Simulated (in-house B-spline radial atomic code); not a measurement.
Radial electron density of the bismuth ion Bi⁹⁺, [Xe] 4f14 5d6. Level of theory: scalar-relativistic (X2C) OLYP, spin-polarised, spherical fractional occupations, Fermi nucleus of rms radius 5.5211 fm; calculated with a B-spline radial code for spherical atoms.

One-electron X2C: radii and densities carry no picture-change correction, so inner-shell <1/r> comes out high (for 1s by about 2 % at Z = 33, 5 % at 54, 10 % at 75, 30 % at 118) and <r> low.

Columns: r (bohr), 4πr²n(r) (electrons per bohr), bar.

```
0.000241    3.555 #
0.000296    4.685 #
0.000364    6.154 ##
0.000447    8.033 ##
0.000549    10.44 ###
0.000674    13.51 ####
0.000828    17.41 #####
 0.00102    22.38 ######
 0.00125     28.4 ########
 0.00154    35.95 ##########
 0.00189    44.85 #############
 0.00232    55.27 ###############
 0.00285    67.12 ###################
  0.0035    79.95 ######################
  0.0043    93.06 ##########################
 0.00528    105.3 #############################
 0.00648    115.1 ################################
 0.00796      121 ##################################
 0.00978    121.7 ##################################
   0.012    117.3 #################################
  0.0148    109.5 ###############################
  0.0181    103.2 #############################
  0.0223    103.6 #############################
  0.0274    114.8 ################################
  0.0336    134.2 ######################################
  0.0413    152.8 ###########################################
  0.0507    157.4 ############################################
  0.0623    144.3 ########################################
  0.0766    126.5 ###################################
  0.0941    124.6 ###################################
   0.116    140.8 #######################################
   0.142    147.5 #########################################
   0.174    124.7 ###################################
   0.214    91.97 ##########################
   0.263    85.78 ########################
   0.323    98.58 ############################
   0.397    93.17 ##########################
   0.488    64.16 ##################
   0.599    38.41 ###########
   0.736    27.83 ########
   0.904    22.59 ######
    1.11    14.83 ####
    1.36     6.91 ##
    1.68    2.064 #
    2.06   0.4198 
    2.53  0.05039 
    3.11 0.002869 
    3.82 6.884e-05
```

On this grid the curve has 4 maxima, near 0.00978, 0.0507, 0.142, 0.323 bohr.

The 5p down radial function P(r) = rR(r), positive near the nucleus:

```tsv
r (bohr)	P
0.000447	0.001555
0.000674	0.002732
0.00102	0.004903
0.00154	0.008907
0.00232	0.01631
0.0035	0.03002
0.00528	0.05486
0.00796	0.09779
0.012	0.1661
0.0181	0.2584
0.0274	0.343
0.0413	0.326
0.0623	0.08433
0.0941	-0.3352
0.142	-0.4485
0.214	0.1777
0.323	0.7054
0.488	-0.09111
0.736	-1.17
1.11	-0.9839
1.68	-0.2742
2.53	-0.02291
```
